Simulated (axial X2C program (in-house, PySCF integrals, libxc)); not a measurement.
Values are calculated unless marked as measured or tabulated.
## GeCl: input and output of an EOM-EA-CCSD run

Program: an in-house all-electron X2C program for linear molecules (integrals from PySCF).

Input and command:
```json
{"zs": [32, 17], "q": 0, "bas": ["dyall-acv3z", "dyall-av3z"], "r0": 2.2, "eom": "ea", "thr": -1.0, "nmax": 92, "grid": [1, 0.96, 1.045, 0.92, 1.09, 1.15]}
```
```bash
python soeom.py task.json out
```

Keys: zs atomic numbers; q charge; bas basis sets; r0 starting distance in Å; eom kind of EOM run; thr threshold in hartree for freezing inner shells (an s shell follows its p shell); nmax most natural virtual spinors; grid distances as factors.

Output at R = 2.182 Å (near the PBE0 minimum at charge 0 of the determinant lowest at the starting distance; the state shown can have its own minimum elsewhere), reference GeCl⁺:

```
two-component X2C + atomic mean field  HF
basis functions 186  fitting functions 995  grid points 5080
iter        total energy     max residual
   1      -2557.080187738     2.96e-01
   2      -2557.108603859     7.57e-03
   3      -2557.109690497     4.27e-03
   4      -2557.109900700     9.40e-04
   5      -2557.109960270     4.74e-04
   6      -2557.109973777     1.76e-04
   7      -2557.109976347     6.57e-05
   8      -2557.109976758     1.22e-05
   9      -2557.109976776     3.11e-06
  10      -2557.109976776     7.35e-07
converged
one-electron -3807.41176178  Coulomb 1225.19576800  exact exchange -106.02754496  xc functional 0.00000000  nuclear repulsion 131.93052371  atomic mean-field constant -0.79696175
correlated 10  virtual 266  natural virtual 92  E(MP2) -0.260835798  MP2 remainder -0.022539970
iter   CCSD correlation   residual
   1     -0.253869516   1.32e-01
   2     -0.261024105   5.76e-02
   3     -0.263842230   2.54e-02
   4     -0.263817038   7.76e-03
   5     -0.263859766   3.09e-03
   6     -0.263879330   1.35e-03
   7     -0.263879550   3.41e-04
   8     -0.263883145   1.01e-04
   9     -0.263882258   3.39e-05
  10     -0.263882117   1.16e-05
  11     -0.263881875   5.23e-06
  12     -0.263881835   2.49e-06
  13     -0.263881818   1.32e-06
(T) -0.012223137  T1 0.0307  D1 0.0463  max T2 0.054
EOM-EA-CCSD roots
2*Omega      energy/Eh   energy/eV  one-particle weight
    1      -0.27038758     -7.3576      0.955
    1      -0.15914659     -4.3306      0.957
    1      -0.11387781     -3.0988      0.985
    1      -0.08140362     -2.2151      0.000
    1      -0.07677627     -2.0892      0.990
    3      -0.26631385     -7.2468      0.955
    3      -0.08127430     -2.2116      0.000
    3      -0.07620164     -2.0736      0.991
    3      -0.05610078     -1.5266      0.843
    5      -0.05600267     -1.5239      0.845
    5      -0.00058567     -0.0159      0.176
    7       0.10408317      2.8322      0.000
```
T1 in the output is the amplitude norm over the root of the electron number; divide by √2 for the Lee–Taylor value.

Reference electrons by ω block (each with its −ω partner): 1/2: 17, 3/2: 6, 5/2: 1. Root energies count from the CCSD energy of the reference. Roots of positive energy are unbound. The reference need not be the lowest state of its species. All roots sought are printed; those with a small one-particle weight need a further excitation, are placed far too high, and may in truth lie low or lowest. Inner shells are frozen, and levels at this size can be off by some tenths of an eV.
